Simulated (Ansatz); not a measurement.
Basis-set series for C$_{3}$H$_{9}$AlO, SMILES `CC(C)[O][AlH2]`. Charge 0, multiplicity 1. Geometry: relaxed with PBE0-D4/def2-TZVP. It is one conformer, not always the lowest.

```xyz
14

C    -0.745    1.163    1.055
C    -0.245    0.599   -0.262
C     1.269    0.522   -0.305
O    -0.845   -0.649   -0.486
Al   -0.486   -2.282   -0.663
H    -1.836    1.190    1.066
H    -0.408    0.538    1.887
H    -0.369    2.177    1.213
H    -0.581    1.266   -1.069
H     1.614    0.119   -1.260
H     1.646   -0.124    0.493
H     1.710    1.513   -0.176
H    -1.733   -3.228   -0.870
H     1.010   -2.805   -0.625
```

```
functional       basis  functions  energy (Eh)  HOMO (eV)  LUMO (eV)
   PBE0-D4  def2-TZVPP        292   -437.16868      -7.82      -0.90
   PBE0-D4  def2-QZVPP        568   -437.18769      -7.83      -0.97
   ωB97M-V  def2-TZVPP        292   -437.39380     -10.12       0.67
   ωB97M-V  def2-QZVPP        568   -437.41223     -10.13       0.37
```

(1) Give the rows for def2-SVP. (An estimate is asked.)

## Answers

(1) Computed: 
```json
{"functional": "PBE0-D4", "basis": "def2-SVP", "functions": "119", "energy (Eh)": "-436.86298", "HOMO (eV)": "-7.76", "LUMO (eV)": "-0.76"}
{"functional": "ωB97M-V", "basis": "def2-SVP", "functions": "119", "energy (Eh)": "-437.07707", "HOMO (eV)": "-10.00", "LUMO (eV)": "0.93"}
```

Positive LUMOs are unbound and depend on the basis.
